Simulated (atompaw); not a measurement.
Which change was made? (Ce, PAW (atompaw))

```
Element                 : cerium (Ce)
Generator               : atompaw 4.2.0.5
Type                    : PAW
Functional              : PBE
Relativity              : scalar-relativistic
Frozen core             : [Xe]
Valence charge          : 4
Reference configuration : 4f1 5d1 6s1 6p0 (charge +1)
Partial waves           : 6s (bound): rc 3.00 bohr; 6s channel at 1.1 Ry: rc 3.00 bohr; 6p (bound, empty): rc 3.00 bohr; 6p channel at 1.05 Ry: rc 3.00 bohr; 5d (bound): rc 3.00 bohr; 5d channel at 3.8 Ry: rc 2.25 bohr; 4f (bound): rc 1.65 bohr; 4f channel at 4.45 Ry: rc 1.65 bohr
Local potential         : bessel scheme, radius 2.70 bohr
Core correction         : smooth core density matched at 2.55 bohr
Augmentation charge     : sinc compensation charge, radius 2.90 bohr; PAW radius 3.00 bohr; waves and projectors: custom polynom2 7 10 vanderbiltortho
```

Cutoffs, loose and tight: the cutoffs (Ry, on a coarse ladder) from which the occupation-weighted sum of valence levels, in a spherical-Bessel basis at the reference potential, stays within 10 and 1 mRy of its value at 400 Ry. They see the waves, projectors and local potential, not the compensation charge or the core.

The base gives: outcome: generated; cutoff, loose: 55 Ry; cutoff, tight: 260 Ry; bound ghosts: p, s.

Problem. After one change the result is: outcome: generated; cutoff, loose: 70 Ry; cutoff, tight: 260 Ry; bound ghosts: p, s. Which change was it?
A. local potential bessel scheme, radius 2.24 bohr
B. local potential bessel scheme, radius 1.92 bohr
C. local potential bessel scheme, radius 1.54 bohr

Solution. A. The others give: local potential bessel scheme, radius 1.92 bohr → outcome: generated; cutoff, loose: 70 Ry; cutoff, tight: 260 Ry; bound ghosts: s, p, d | local potential bessel scheme, radius 1.54 bohr → outcome: generated; cutoff, loose: 50 Ry; cutoff, tight: 260 Ry; bound ghosts: s, p, d.
